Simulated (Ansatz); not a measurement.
Coupled-cluster run, `CC#[N+][InH3-]`.

```yaml
crystal:
  periodic: [false, false, false]
  atoms:
    - {symbol: C, position_ang: [-0.929242, 1.616136, -1.409082]}
    - {symbol: C, position_ang: [-0.351609, 0.616949, -0.540429]}
    - {symbol: N, position_ang: [0.106148, -0.174893, 0.147908]}
    - {symbol: In, position_ang: [1.069797, -1.840607, 1.595898]}
    - {symbol: H, position_ang: [-0.666861, 2.612560, -1.050927]}
    - {symbol: H, position_ang: [-0.548252, 1.488111, -2.423201]}
    - {symbol: H, position_ang: [-2.015208, 1.513339, -1.418711]}
    - {symbol: H, position_ang: [0.513785, -3.205635, 0.685127]}
    - {symbol: H, position_ang: [0.196006, -1.364780, 3.014356]}
    - {symbol: H, position_ang: [2.708536, -1.312479, 1.402062]}
basis:
  gaussian: {orbitals: def2-TZVPP}
correlation: {method: ccsd_t}
output: {orbitals: {seedname: orbitals}}
```

```sh
$ ansatz run in.yaml --threads 4 --pin off --events-out ev --progress --plain --max-ram 10444MiB
```

Log, shortened:

```
Functional definition: HF
1519 factors; integrals over basis functions are off by at most 1.0e-3 eV
mean field evaluation 1: about -8783.7178 eV, gradient 3.2e1 eV
mean field evaluation 2: about -8783.9011 eV, gradient 3.2e1 eV
mean field evaluation 4: about -8786.7127 eV, gradient 5.0e0 eV
mean field evaluation 8: about -8786.7990 eV, gradient 2.8e-1 eV
mean field -8786.79936488 eV, -322.9089207530 hartree, gradient 1.3e-6 eV, S^2 0.000000; 0 other end points of the search recorded, 0 dependent functions left out
7 core orbitals not correlated: weight in the atoms' cores, before any rotation towards them, 1.000 or more for the frozen orbitals, at most 0.000 for the correlated occupied ones
reference -8786.79936488 eV, -322.9089207530 hartree; 16, 16 occupied and 204, 204 virtual orbitals, 1519 factors
second order -22.41987259 eV of doubles, -0.00000000 eV of singles
cycle   1  -22.31018000 eV  change    1.1e-1 eV  update   1.2e-1
cycle   2  -23.00454486 eV  change   -6.9e-1 eV  update   3.6e-2
cycle   3  -23.12878427 eV  change   -1.2e-1 eV  update   1.7e-2
cycle   4  -23.12376180 eV  change    5.0e-3 eV  update   4.3e-3
cycle   5  -23.12464553 eV  change   -8.8e-4 eV  update   1.7e-3
cycle   6  -23.12464435 eV  change    1.2e-6 eV  update   3.6e-4
cycle   7  -23.12470480 eV  change   -6.0e-5 eV  update   1.4e-4
cycle   8  -23.12476087 eV  change   -5.6e-5 eV  update   3.9e-5
cycle   9  -23.12477786 eV  change   -1.7e-5 eV  update   1.7e-5
perturbative correction -0.89328765 eV, -0.0328277156 hartree
Total energy: -8810.81743039 eV, -323.7915683802 hartree
```

Run time 96 s (4 threads of an Arm Neoverse V2 on a shared host); peak host memory 4.2 GiB.

MP2 recovers 93.3 % of the CCSD(T) correlation energy and the triples give 3.7 %; T1 = 0.0138.
